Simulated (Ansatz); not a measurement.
# Worked example: AlBr3 + SnH3 → AlBr2 + SnH3Br

Species: AlBr3 (aluminum bromide) `[Br][Al]([Br])[Br]`, singlet; SnH3 `[SnH3]`, doublet; AlBr2 `[Br][Al][Br]`, doublet; SnH3Br `[Br][SnH3]`, singlet. A radical takes Br: the energy is the difference in strength between the Al–Br bond broken and the Sn–Br bond made.

Shapes, held fixed at every level: PBE0-D4/def2-TZVP. Programs: Ansatz 0.2.0. The zero-point and thermal change to 298 K, harmonic and unscaled (PBE0-D4/def2-TZVP), is +2.8 kJ/mol.

At CCSD(T)/def2-TZVPP; 1 Eh = 2625.50 kJ/mol:

| species | energy (Eh) |
| --- | --- |
| AlBr3 | -7960.329591 |
| SnH3 | -215.393642 |
| AlBr2 | -5387.507443 |
| SnH3Br | -2788.186363 |

Q: Work out ΔH(298 K) of the reaction at this level.

A: 
1. Products less reactants: (-5387.507443) + (-2788.186363) − [(-7960.329591) + (-215.393642)] = 0.029427 Eh = +77.3 kJ/mol.
2. With the thermal change: +77.3 + (+2.8) = +80.1 kJ/mol.

Other levels give +68.7 (HF/def2-TZVPP) to +85.9 kJ/mol (CCSD(T)/def2-SVP). No measured value is set beside it here. Open shells run unrestricted unless RO is named. For atoms past krypton def2 sets carry core potentials with scalar relativity. Relativity is left out for Br unless named. Correlated rows may include outer-core shells of Br, Sn, which these sets cover unevenly.
